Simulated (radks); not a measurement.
Task: These are the eigenvalues of the occupied orbitals of an atom or ion with whole-number occupations (hartree). Calculated with a radial shooting solver on a logarithmic mesh with Libxc functionals: non-relativistic Kohn-Sham, BP86, spin-polarised, spherical densities, point nucleus.

orbital  eigenvalue
1s up      -5.75120
2s up      -0.70001
2p up      -0.55110

Which element is it, and in what charge state? The configuration may be excited. Open shells, if any, are filled with parallel spins first.

Result: Z = 4, beryllium, charge +1: Be+ in 1s1 2s1 2p1. The list shows which subshells hold electrons but not how many an open one holds; the 1s level, -5.7512 hartree, gives Z - s = 3.4 by -(Z - s)^2/2, which with screening narrows Z to a few neighbours, and the depths of the outer levels then fix element, charge and occupations together.
